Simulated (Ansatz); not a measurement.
Which is lower?

The two ends of one reaction step of Si2NH9S, closed shell (PBE0-D4/def2-TZVP).

A:

```csv
atom,x (Å),y (Å),z (Å)
Si1,-0.4493,0.4780,-0.7834
Si2,0.1349,-1.4742,0.3958
H3,0.7835,1.2021,-1.1896
H4,-1.3082,1.3406,0.0687
N5,-1.3434,0.1384,-2.2262
H6,0.8124,1.3173,2.9921
S7,1.3568,2.0809,2.0327
H8,0.9340,-1.2543,1.6340
H9,-1.1010,-2.2143,0.7839
H10,0.9246,-2.3748,-0.4938
H11,-2.2908,-0.1965,-2.1451
H12,-0.8768,-0.3178,-2.9946
H13,2.4236,1.2746,1.9253
```

B:

Si1  (-0.446, 1.791, -0.701)
Si2  (0.184, -2.025, 1.382)
H3  (-0.035, 2.920, -1.569)
H4  (-1.697, 2.072, 0.040)
N5  (-0.669, 0.456, -1.743)
H6  (0.727, -1.445, 2.632)
S7  (0.969, 1.579, 0.906)
H8  (-0.126, -3.464, 1.597)
H9  (-1.072, -1.328, 0.999)
H10  (1.170, -1.906, 0.279)
H11  (-0.969, -0.435, -1.379)
H12  (-0.075, 0.341, -2.548)
H13  (2.040, 1.444, 0.106)
(Å)

Ansatz 0.2.0; basis: def2-TZVPP; cores frozen in the correlated methods. B3LYP uses VWN-RPA correlation.

(1) Which structure is lower at CCSD(T), and by how much? (An estimate is asked for; the value comes from the calculation.)

The T1 diagnostic stays at or below 0.012.

## Answers

(1) The calculation gives: B, by 75.3 kJ/mol (electronic energy, against the other). By their contacts, A is a complex of Si₂NH₇ ([NH2][SiH2][SiH3]) + H₂S and B is a complex of SiNH₅S ([NH2][SiH2][SH]) + SiH₄.

All methods give the same order:

```
      method  E(B) − E(A) (kJ/mol)
       SPW92                 -66.2
      PBE-D4                 -66.3
     BLYP-D4                 -73.1
   r2SCAN-D4                 -75.2
      B97M-V                 -71.7
     PBE0-D4                 -70.3
    B3LYP-D4                 -75.7
  r2SCAN0-D4                 -77.1
    BHLYP-D4                 -80.4
CAM-B3LYP-D4                 -77.6
     wB97X-V                 -75.4
     wB97M-V                 -80.4
      B2PLYP                 -78.4
    PBE-QIDH                 -77.2
  RPA on PBE                 -72.8
          HF                 -85.2
         MP2                 -84.7
        CCSD                 -75.5
     CCSD(T)                 -75.3
```

Labels in which every atom is bracketed show which atoms are joined, not bond orders.

For scale, one of the runs: CCSD(T)/def2-TZVPP, 283 basis functions, launched by `ansatz run in.yaml --threads 8 --pin off --events-out ev --progress --plain --max-ram 19148MiB`. The run took 65 s on 8 CPU threads of an Intel Xeon Platinum 8259CL (shared host), with 7.6 GiB of host memory at its peak.
